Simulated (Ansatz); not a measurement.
**Errors in the atomisation enthalpy at 298 K**

6 molecules holding Si, Ge, B, Al, Ga, P or As; the atomisation enthalpy at 298 K in kJ/mol, computed less measured. Shapes, held fixed at every level: PBE0-D4/def2-TZVP. Thermal terms are harmonic and unscaled (PBE0-D4/def2-TZVP); the spin-orbit lowering of the free atoms is taken from their spectra. Programs: Ansatz 0.2.0. Measured values: CRC Handbook of Chemistry and Physics, NIST-JANAF tables.

Levels: A = HF/def2-TZVPP; B = r2SCAN-D4/def2-TZVPP; C = B2PLYP/def2-TZVPP.

```tsv
molecule	from tabulated heats	A	B	C
SiO2 (silicon dioxide molecule)	1254	-619	-25	-36
BBr2F (dibromofluoroborane)	1388	-375	+27	-23
BI3 (SMILES IB(I)I)	819	-295	+64	+17
SiHBr3 (SMILES Br[SiH](Br)Br)	1205	-273	+125	+63
SiF4 (silicon tetrafluoride)	2382	-613	-26	-51
GeI4 (germanium tetraiodide)	856	-394	+29	-32
```

Question: Sum up the errors.

Answer: 
| level | kind | mean error | mean absolute error | worst case |
| --- | --- | --- | --- | --- |
| HF/def2-TZVPP | Hartree–Fock | -428.2 | 428.2 | SiO2 |
| r2SCAN-D4/def2-TZVPP | meta-GGA | +32.3 | 49.3 | SiHBr3 |
| B2PLYP/def2-TZVPP | double hybrid | -10.3 | 37.0 | SiHBr3 |

On this set B2PLYP/def2-TZVPP has the smallest mean absolute error and HF/def2-TZVPP the largest. HF/def2-TZVPP is too low in 6 of 6; r2SCAN-D4/def2-TZVPP is too high in 4 of 6; B2PLYP/def2-TZVPP is too low in 4 of 6. The heats of GeI4 come from older tables and can be uncertain by 10 kJ/mol or more. The molecules' own spin-orbit binding is left out, so errors for heavy halides read too negative. Heats of the atoms come from ATcT where it has them, that of boron, 570 kJ/mol, from recent work. With so many references in doubt the order of the levels isn't settled. The tabulated values of SiO2, BBr2F, BI3, SiHBr3 are in doubt (older tables, estimates, or at odds with other calculations) and kept here. Hartree–Fock lacks correlation and underbinds. For atoms past krypton def2 sets carry core potentials with scalar relativity. Relativity is left out for Br, Ge. Outer-core shells of Br, Ge, I are correlated, in sets that cover them unevenly. The set is small.
